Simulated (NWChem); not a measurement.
Program: NWChem. System: IIn, charge 0, spin multiplicity 1, at a geometry optimised with B3LYP/def2-SVP with def2 effective core potentials on In, I. The structure started from a generated list of species. Level: PBE/x2c-SVPall-2c, scalar ZORA.

NWChem printed:

```
             Northwest Computational Chemistry Package (NWChem) 7.3.0
             --------------------------------------------------------

                                NWChem Input Module
                                -------------------

 Scaling coordinates for geometry "geometry" by  1.889725989
 (inverse scale =  0.529177249)

                             Geometry "geometry" -> ""
                             -------------------------

 Output coordinates in angstroms (scale by  1.889725989 to convert to a.u.)

  No.       Tag          Charge          X              Y              Z
 ---- ---------------- ---------- -------------- -------------- --------------
    1 In                  49.0000     0.00000000     0.00000000    -1.46604700
    2 I                   53.0000     0.00000000     0.00000000     1.35540200

 Effective nuclear repulsion energy (a.u.)     487.0806864318

            Nuclear Dipole moment (a.u.)
            ----------------------------
        X                 Y               Z
 ---------------- ---------------- ----------------
     0.0000000000     0.0000000000     0.0000056692


 Summary of "ao basis" -> "" (spherical)
 ------------------------------------------------------------------------------
       Tag                 Description            Shells   Functions and Types
 ---------------- ------------------------------  ------  ---------------------
 *                       x2c-svpall-2c                on all atoms

  pbe96 is a nonlocal functional; adding pw91lda local functional.

                                 NWChem DFT Module
                                 -----------------

 Summary of "ao basis" -> "ao basis" (spherical)
 ------------------------------------------------------------------------------
       Tag                 Description            Shells   Functions and Types
 ---------------- ------------------------------  ------  ---------------------
 In                      x2c-svpall-2c              18       50   6s8p4d
 I                       x2c-svpall-2c              18       50   6s8p4d

 Summary of "ao basis" -> "ao basis" (spherical)
 ------------------------------------------------------------------------------
       Tag                 Description            Shells   Functions and Types
 ---------------- ------------------------------  ------  ---------------------
 In                      x2c-svpall-2c              18       50   6s8p4d
 I                       x2c-svpall-2c              18       50   6s8p4d
[...]
    23      0.099849  1 In py                22      0.083382  1 In px

 Vector   50  Occ=2.000000D+00  E=-2.177617D-01
              MO Center=  1.1D-07, -9.4D-08,  1.2D+00, r^2= 2.4D+00
   Bfn.  Coefficient  Atom+Function         Bfn.  Coefficient  Atom+Function
  ----- ------------  ---------------      ----- ------------  ---------------
    72      0.479085  2 I  px                73     -0.400073  2 I  py
    69      0.362859  2 I  px                63     -0.339906  2 I  px
    70     -0.303015  2 I  py                64      0.283848  2 I  py
    60      0.122526  2 I  px                61     -0.102318  2 I  py
    22      0.099849  1 In px                23     -0.083382  1 In py

 Vector   51  Occ=2.000000D+00  E=-2.160333D-01
              MO Center= -1.1D-07,  1.0D-07, -8.3D-02, r^2= 5.2D+00
   Bfn.  Coefficient  Atom+Function         Bfn.  Coefficient  Atom+Function
  ----- ------------  ---------------      ----- ------------  ---------------
    74      0.513645  2 I  pz                 5      0.481993  1 In s
    71      0.395809  2 I  pz                65     -0.368493  2 I  pz
     4     -0.296115  1 In s                 24     -0.203594  1 In pz
     6      0.186399  1 In s                 21     -0.186350  1 In pz
    15      0.174023  1 In pz                62      0.134048  2 I  pz

 Vector   52  Occ=0.000000D+00  E=-9.517419D-02
              MO Center=  6.2D-08, -7.8D-08, -1.3D+00, r^2= 4.5D+00
   Bfn.  Coefficient  Atom+Function         Bfn.  Coefficient  Atom+Function
  ----- ------------  ---------------      ----- ------------  ---------------
    23      0.557281  1 In py                22     -0.499153  1 In px
    20      0.285447  1 In py                19     -0.255673  1 In px
    14     -0.246662  1 In py                13      0.220933  1 In px
    73     -0.191690  2 I  py                72      0.171696  2 I  px
    70     -0.109319  2 I  py                11      0.102231  1 In py

 Vector   53  Occ=0.000000D+00  E=-9.517418D-02
              MO Center= -2.5D-09,  1.1D-08, -1.3D+00, r^2= 4.5D+00
   Bfn.  Coefficient  Atom+Function         Bfn.  Coefficient  Atom+Function
  ----- ------------  ---------------      ----- ------------  ---------------
    22      0.557281  1 In px                23      0.499153  1 In py
    19      0.285447  1 In px                20      0.255673  1 In py
    13     -0.246662  1 In px                14     -0.220933  1 In py
    72     -0.191690  2 I  px                73     -0.171696  2 I  py
    69     -0.109319  2 I  px                10      0.102231  1 In px

 Vector   54  Occ=0.000000D+00  E=-2.850378D-02
              MO Center= -4.3D-08,  3.3D-08, -1.2D+00, r^2= 5.9D+00
   Bfn.  Coefficient  Atom+Function         Bfn.  Coefficient  Atom+Function
  ----- ------------  ---------------      ----- ------------  ---------------
    24      0.945798  1 In pz                74      0.567883  2 I  pz
     5      0.444602  1 In s                 21      0.310289  1 In pz
    55     -0.284671  2 I  s                 56     -0.284118  2 I  s
    15     -0.277701  1 In pz                71      0.220292  2 I  pz
    65     -0.215932  2 I  pz                54      0.191070  2 I  s

 center of mass
 --------------
 x =   0.00000000 y =   0.00000000 z =   0.02771425

 moments of inertia (a.u.)
 ------------------
        1714.258130916039           0.000000000000           0.000000000000
           0.000000000000        1714.258130916039           0.000000000000
           0.000000000000           0.000000000000           0.000000000000

     Multipole analysis of the density
     ---------------------------------

     L   x y z        total         alpha         beta         nuclear
     -   - - -        -----         -----         ----         -------
     0   0 0 0     -0.000000    -51.000000    -51.000000    102.000000

     1   1 0 0      0.000000      0.000000      0.000000      0.000000
     1   0 1 0     -0.000000     -0.000000     -0.000000      0.000000
     1   0 0 1     -1.244559     -0.622282     -0.622282      0.000006

     2   2 0 0    -37.736684    -18.868342    -18.868342      0.000000
     2   1 1 0     -0.000000     -0.000000     -0.000000      0.000000
     2   1 0 1     -0.000000     -0.000000     -0.000000      0.000000
     2   0 2 0    -37.736684    -18.868342    -18.868342      0.000000
     2   0 1 1      0.000000      0.000000      0.000000      0.000000
     2   0 0 2    -38.651381   -381.221757   -381.221757    723.792133

 Task  times  cpu:       11.8s     wall:       11.8s

 Total times  cpu:       11.8s     wall:       11.8s
```

Problem. Write an NWChem input that would produce this output.

Solution. One answer among several that fit: 
```
start mol
memory heap 200 mb stack 900 mb global 1100 mb
geometry units angstroms nocenter noautoz noautosym
  In     0.000000     0.000000    -1.466047
  I      0.000000     0.000000     1.355402
end
basis spherical
  * library x2c-svpall-2c
end
relativistic
  zora on
end
dft
  xc xpbe96 cpbe96
  semidirect memsize 60000000 filesize 0
  iterations 100
  grid fine
end
task dft energy
```
